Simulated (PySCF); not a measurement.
## `CC1=C[C@H](N)C=CC1`, C7H11N

Molfile (atoms numbered from 1):
```
C7H11N
     RDKit          3D

 19 19  0  0  0  0  0  0  0  0999 V2000
    2.4365   -0.5563    0.0661 C   0  0  0  0  0  0  0  0  0  0  0  0
    1.0105   -0.0942    0.0994 C   0  0  0  0  0  0  0  0  0  0  0  0
    0.0241   -0.8522    0.5548 C   0  0  0  0  0  0  0  0  0  0  0  0
   -1.4285   -0.4601    0.5662 C   0  0  2  0  0  0  0  0  0  0  0  0
   -2.2582   -1.3520   -0.2541 N   0  0  0  0  0  0  0  0  0  0  0  0
   -1.6335    0.9451    0.0854 C   0  0  0  0  0  0  0  0  0  0  0  0
   -0.6566    1.7174   -0.3543 C   0  0  0  0  0  0  0  0  0  0  0  0
    0.7775    1.2992   -0.4085 C   0  0  0  0  0  0  0  0  0  0  0  0
    2.5263   -1.5743    0.4365 H   0  0  0  0  0  0  0  0  0  0  0  0
    3.0608    0.0940    0.6791 H   0  0  0  0  0  0  0  0  0  0  0  0
    2.8225   -0.5196   -0.9528 H   0  0  0  0  0  0  0  0  0  0  0  0
    0.2308   -1.8527    0.9168 H   0  0  0  0  0  0  0  0  0  0  0  0
   -1.8208   -0.5480    1.5918 H   0  0  0  0  0  0  0  0  0  0  0  0
   -2.1549   -2.3111    0.0619 H   0  0  0  0  0  0  0  0  0  0  0  0
   -1.9454   -1.3101   -1.2194 H   0  0  0  0  0  0  0  0  0  0  0  0
   -2.6585    1.2841    0.0916 H   0  0  0  0  0  0  0  0  0  0  0  0
   -0.8627    2.7222   -0.6994 H   0  0  0  0  0  0  0  0  0  0  0  0
    1.3840    2.0037    0.1743 H   0  0  0  0  0  0  0  0  0  0  0  0
    1.1362    1.3741   -1.4429 H   0  0  0  0  0  0  0  0  0  0  0  0
  1  2  1  0
  2  3  2  0
  3  4  1  0
  4  5  1  0
  4  6  1  0
  6  7  2  0
  7  8  1  0
  8  2  1  0
  1  9  1  0
  1 10  1  0
  1 11  1  0
  3 12  1  0
  4 13  1  1
  5 14  1  0
  5 15  1  0
  6 16  1  0
  7 17  1  0
  8 18  1  0
  8 19  1  0
M  END
```

Method used: GIAO HSE06/pcSseg-0 magnetisability, rotational g tensor and spin-rotation constants, non-relativistic, gas phase (PySCF 2.14.0). Geometry: GFN2-xTB.

Problem. Give the nuclear spin-rotation constants along the inertial axes (H = +C I·J) beside the isotropic shieldings.

Solution. Rotational constants 3.2623, 1.7755, 1.2467 GHz. A star marks the isotopologue with that one atom substituted, in its own axes.
```csv
atom,isotope,Caa (kHz),Cbb (kHz),Ccc (kHz),mean (kHz),σ (ppm)
N5,14N,0.164,0.081,0.066,0.104,213.0
H9,1H,-0.383,0.041,-0.155,-0.166,31.4
H10,1H,-0.190,-0.176,-0.077,-0.148,31.3
H11,1H,-0.321,-0.213,-0.002,-0.179,31.4
H12,1H,-0.353,0.146,-0.160,-0.122,27.8
H13,1H,-0.290,-0.167,0.004,-0.151,29.3
H14,1H,-0.440,0.010,-0.168,-0.199,32.9
H15,1H,-0.426,-0.250,-0.005,-0.227,33.6
H16,1H,0.179,-0.120,-0.155,-0.032,27.0
H17,1H,-0.362,0.149,-0.149,-0.121,27.4
H18,1H,-0.188,-0.147,-0.087,-0.141,30.8
H19,1H,-0.324,-0.195,-0.004,-0.174,30.8
C1,13C*,0.416,0.249,0.206,0.290,165.4
C2,13C*,1.281,0.759,0.143,0.728,56.8
C3,13C*,1.079,0.763,0.215,0.686,57.6
C4,13C*,0.635,0.347,0.182,0.388,143.3
C6,13C*,1.263,0.750,0.169,0.727,54.2
C7,13C*,1.155,0.783,0.153,0.697,59.5
C8,13C*,0.583,0.272,0.161,0.339,159.8
```
For the geometry as given, no vibrational averaging.
